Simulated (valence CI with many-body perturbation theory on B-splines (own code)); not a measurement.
# In²⁶⁺: what each term of the Hamiltonian does

Calculated by relativistic CI+MBPT: five valence electrons over a frozen Dirac-Fock core [Ar], a basis of 7 s, 7 p, 8 d, 6 f, 4 g, 1 h functions for each j, with the one-electron correlation potential Σ1 (screened to all orders), the two-electron term Σ2, the three-electron term Σ3, Breit, model QED; selected single and double excitations, second order for the rest (own B-spline code, finite nucleus).

The last digits are not significant, and no measured levels were compared; by estimate large intervals hold to a few tenths of a per cent, small ones and those within an open d or f shell to about a per cent. Core correlation moves these levels by up to 13000 cm⁻¹, and in measured spectra 5 to 20 % of such shifts remained as error; rates that hang on mixing are uncertain with them. Only levels of the ground parity were solved; by the run's estimate the other parity begins above the list, which can be wrong where configurations are misplaced.

Each rung adds one term. CI alone is the Dirac-Coulomb CI over the frozen core; QED comes last and gives the full result, which names the levels. Energies are above (3d3/2^3 3d5/2^2) J=5/2 [a] on the same rung, in cm⁻¹.

Levels are named by their leading jj configuration (3d3/2^4 stands for four electrons in 3d with j = 3/2), which in mixed levels can hold well under half, so a name can repeat and another be missing. Letters in brackets count levels of one name in rising energy.

| Level | CI alone | + Σ1 | + Σ2 | + Σ3 | + Breit | Full |
| --- | --- | --- | --- | --- | --- | --- |
| (3d3/2^4 3d5/2) J=5/2 | 88879 | 88688 | 85088 | 83572 | 85376 | 85267 |
| (3d3/2^3 3d5/2^2) J=7/2 [a] | 126033 | 126228 | 123724 | 122679 | 121812 | 121830 |
| (3d3/2^3 3d5/2^2) J=3/2 | 130453 | 130633 | 126484 | 125069 | 125780 | 125792 |
| (3d3/2^3 3d5/2^2) J=11/2 | 133087 | 133347 | 132361 | 130888 | 127106 | 127149 |
| (3d3/2^3 3d5/2^2) J=5/2 [b] | 138752 | 139158 | 136776 | 135669 | 135016 | 135109 |
| (3d3/2^3 3d5/2^2) J=9/2 | 141504 | 141877 | 140417 | 139396 | 136692 | 136773 |
| (3d3/2^3 3d5/2^2) J=1/2 | 151114 | 151485 | 147608 | 146254 | 146098 | 146172 |
| (3d3/2^2 3d5/2^3) J=7/2 [a] | 174943 | 175509 | 172020 | 171392 | 169228 | 169368 |
| (3d3/2^3 3d5/2^2) J=5/2 [c] | 182048 | 182533 | 178297 | 177546 | 176187 | 176297 |
| (3d3/2^2 3d5/2^3) J=11/2 | 197376 | 198039 | 198599 | 196576 | 192029 | 192194 |
| (3d3/2^3 3d5/2^2) J=7/2 [b] | 204684 | 205100 | 200107 | 197764 | 196249 | 196320 |
| (3d3/2^2 3d5/2^3) J=1/2 [a] | 202393 | 203232 | 199509 | 198855 | 197199 | 197432 |
| (3d3/2^2 3d5/2^3) J=3/2 [a] | 206014 | 206745 | 202831 | 202048 | 200111 | 200301 |
| (3d3/2^2 3d5/2^3) J=9/2 [a] | 215858 | 216452 | 212923 | 211701 | 208478 | 208610 |
| (3d3/2^2 3d5/2^3) J=3/2 [b] | 215364 | 216023 | 212529 | 210922 | 209970 | 210132 |
| (3d3/2^2 3d5/2^3) J=13/2 | 218499 | 219290 | 220522 | 218264 | 210996 | 211202 |
| (3d3/2^2 3d5/2^3) J=5/2 [a] | 229302 | 230123 | 226330 | 225513 | 223335 | 223543 |
| (3d3/2^2 3d5/2^3) J=9/2 [b] | 253640 | 254471 | 252513 | 250612 | 246812 | 247019 |
| (3d3/2^2 3d5/2^3) J=5/2 [b] | 257444 | 258523 | 255771 | 254016 | 251134 | 251442 |

Task: How does the ionisation energy move along the ladder, and which term matters most?

Result: CI alone 1400.9, + Σ1 1403.2, + Σ2 1412.1, + Σ3 1412.2, + Breit 1412.2, + QED 1412.2 eV. The largest step is Σ2, 9.0 eV. NIST lists 1413 ± 4 eV (theoretical).
